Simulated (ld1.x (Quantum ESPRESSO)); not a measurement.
## fluorine: from the effect back to the setting (RRKJ)

Base potential:

ld1.x (Quantum ESPRESSO) 7.5 input, shortened:

```
&input
   title='F', zed=9., rel=1, dft='PBE', iswitch=3,
   config='[He] 2s2 2p5 3d-2'
 /
 &inputp
   pseudotype=2, tm=.false., rho0=0.005, lloc=1,
   nlcc=.true., rcore=0.75
 /
3
2S  1  0   2.00   0.00  0.75  0.75  0.0
3D  3  2  -2.00  -0.15  1.40  1.40  0.0
2P  2  1   5.00   0.00  1.70  1.70  0.0
 &test
   configts(1)='2s2 2p5'
 /
```

Cutoffs, loose and tight: the cutoffs (Ry, on a coarse ladder) from which the occupation-weighted sum of valence levels, in a spherical-Bessel basis at the reference potential, stays within 10 and 1 mRy of its value at 400 Ry. They do not see the model core or the augmentation charge, which bear on the density cutoff. Test errors are all-electron minus pseudo excitation energies from the reference, over the configurations 2s2 2p4; 2s2 2p3; 2s2 2p2; 2s2 2p4.5; 2s1 2p5; 2s1 2p6; 2s2 2p5.3; variants that change the core or the reference have their own tests.

Only the s radius is moved (3 further runs of the sweep failed or gave no value and are left out):

```tsv
s radius (bohr)	cutoff, loose	cutoff, tight	bound ghosts	largest test error (meV)
0.74	180 Ry	230 Ry	none	+1241
0.84	160 Ry	200 Ry	none	+1233
0.92	140 Ry	180 Ry	none	+1223
1.12	120 Ry	140 Ry	none	+1173
```

One more run gave cutoff, loose: 120 Ry; cutoff, tight: 160 Ry; bound ghosts: none; largest test error (meV): +1194. Which value of the s radius was used?

1.06 bohr. The tight cutoff moves one way along this sweep, from 230 Ry at 0.74 to 140 Ry at 1.12 bohr, which places the run between 0.92 and 1.12 bohr.
